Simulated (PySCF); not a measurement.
GeH6Si, SMILES [GeH3][SiH3].

The structure is a stationary point at PBE-D3(BJ)/def2-TZVP.

Calculation: PBE-D3(BJ)/def2-TZVP (PySCF).

Frequencies are harmonic and unscaled.

Modes within 1.5 cm⁻¹ of each other (mostly degenerate sets) share a row, with their intensities summed.

```tsv
mode	ν (cm⁻¹)	IR (km/mol)	moving atoms (share of kinetic energy)
1	115	0.0	H 100 %
2–4	345	30.1	H 99 %
5–6	571	0.0	H 87 %, Si 9 %
7	751	333.8	H 96 %
8	851	93.2	H 92 %
9–10	852	43.5	H 99 %
11–12	909	80.4	H 97 %
13	2072	68.0	H 100 %
14–15	2086	183.0	H 98 %
16	2154	49.2	H 99 %
17–18	2171	174.3	H 96 %
```
